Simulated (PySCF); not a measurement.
Cl₃Tl, SMILES [Cl][Tl]([Cl])[Cl].

Geometry optimised at B3LYP-D3(BJ)/def2-SVP. The def2 effective core potentials stand for the cores of Tl; spin–orbit coupling is left out.

Level of theory: C-PCM-ωB97X/def2-SVP (PySCF).

The values are the electrostatic part of the solvation free energy, E(continuum) − E(gas) at the gas-phase geometry, in a cavity of scaled van der Waals radii (PySCF's table); cavitation and dispersion terms are not included. A continuum can't describe solvent molecules that bind to the metal. In vacuum the orbital gap is 9.31 eV. The dipole moment in vacuum is 0.00 D.

### Question
Estimate the values in water (ε = 78.36), benzene (ε = 2.27), cyclohexanone (ε = 15.62). (An estimate is asked for; the answer gives what the named calculation found.)

### Answer

| solvent | ε | ΔG(elec) (kcal/mol) | dipole (D) | gap (eV) |
|---|---|---|---|---|
| water | 78.36 | -7.5 | 0.00 | 9.48 |
| benzene | 2.27 | -4.0 | 0.00 | 9.40 |
| cyclohexanone | 15.62 | -7.1 | 0.00 | 9.47 |
